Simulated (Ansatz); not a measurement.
VO(OH)3 (VO4H3). The state is a triplet with charge 0. Geometry PBE0-D4/def2-SVP, that of the neutral singlet; atoms count from 1.

```tsv
atom	x (Å)	y (Å)	z (Å)
V1	0.001	-0.006	-0.003
O2	0.171	-1.397	-0.657
O3	1.543	0.824	-0.015
H4	2.334	0.417	-0.388
O5	-0.551	-0.213	1.646
H6	-0.705	-1.087	2.023
O7	-1.178	0.914	-0.914
H8	-1.614	0.548	-1.692
```

At PBE0-D4/def2-TZVP a singlet of charge 0 lies 4.54 eV below the triplet at the same geometry.

Estimate the Mulliken populations from the PBE0/def2-TZVP orbitals of Ansatz.


```csv
atom,charge (e),spin (α − β),d electrons
V1,1.24,0.80,3.32
O2,-0.56,-0.02,–
O3,-0.60,0.37,–
H4,0.35,-0.01,–
O5,-0.53,0.50,–
H6,0.35,-0.01,–
O7,-0.60,0.37,–
H8,0.35,-0.01,–
```
Mulliken values depend strongly on the basis.

Where does the spin sit?

Summed by element: V 0.80, O 1.23, H -0.03, of 2 unpaired in all. Largest on single atoms: V1 0.80, O5 0.50, O3 0.37.

And the Mayer bond orders between heavy atoms (over 0.3)?

V1–O2 2.10 (1.55 Å); V1–O3 0.75 (1.75 Å); V1–O5 0.64 (1.75 Å); V1–O7 0.75 (1.75 Å).
